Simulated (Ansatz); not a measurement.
The lowest singlet and triplet of C3H2 (SMILES [C]=C=C); geometries from B3LYP-D3(BJ)/def2-TZVP, each state relaxed from the structure named, with no frequency check.
Singlet at the triplet's geometry (charge 0, multiplicity 1):
```xyz
5

C      1.467    -0.147    -0.128
C      0.211     0.111    -0.052
C     -1.120     0.033     0.118
H     -1.738     0.910    -0.033
H     -1.602    -0.893     0.405
```

A positive gap puts the triplet lower; no zero-point energy. R- takes a restricted singlet. The triplet is unrestricted in single-reference levels. Active spaces average the two states.

Cores are frozen in the correlated methods.

Codes used: Ansatz (Gaussian orbitals). 

Task: Estimate the gap E(singlet) − E(triplet), vertical, at the triplet's geometry that R-wB97X-V/def2-TZVPP returns for this input.

Result: -121 kJ/mol

Ansatz is a program for electronic structure.
